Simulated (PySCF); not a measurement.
# Stretching SbP

Set-up: basis Sb def2-SVPD with ECP28, P def2-SVPD; scalar-relativistic core potentials; PySCF 2.14. Energies in eV from Sb + P in their ground configurations at the same level. State: ¹Σ⁺ (singlet), closed shell.

All columns are PBE0. A positive dipole means Sb(−)P(+).

```tsv
R (Å)	E (eV)	μ (D)	Mulliken charge on Sb (basis-dependent)	HOMO (eV)	LUMO (eV)	Mayer bond order	⟨S²⟩
1.899	-1.524	-1.27	0.21	-7.40	-2.06	2.98	0.00
1.987	-2.539	-1.37	0.19	-7.49	-2.27	2.97	0.00
2.075	-3.088	-1.45	0.19	-7.44	-2.47	2.97	0.00
2.142	-3.275	-1.51	0.18	-7.28	-2.62	2.97	0.00
2.208	-3.316	-1.55	0.18	-7.13	-2.76	2.97	0.00
2.274	-3.246	-1.59	0.17	-7.00	-2.89	2.98	0.00
2.363	-3.024	-1.63	0.16	-6.84	-3.06	2.98	0.00
2.473	-2.607	-1.67	0.14	-6.66	-3.26	2.99	0.00
2.605	-1.990	-1.70	0.12	-6.48	-3.46	3.00	0.00
2.782	-1.087	-1.72	0.09	-6.27	-3.70	3.01	0.00
```

A fit through these points gives, at Re = 2.197 Å, μ = -1.55 D and dμ/dR = -0.656 D/Å; the reduced mass is 24.66 u.

Problem. How strong is the fundamental in the double-harmonic approximation, I = 42.26·(dμ/dR)²/μred km/mol?

Solution. I = 42.26·(-0.656)²/24.66 = 0.737 km/mol at PBE0.

These are scalar-relativistic numbers at best; spin–orbit coupling would shift them, the dissociation energy most.
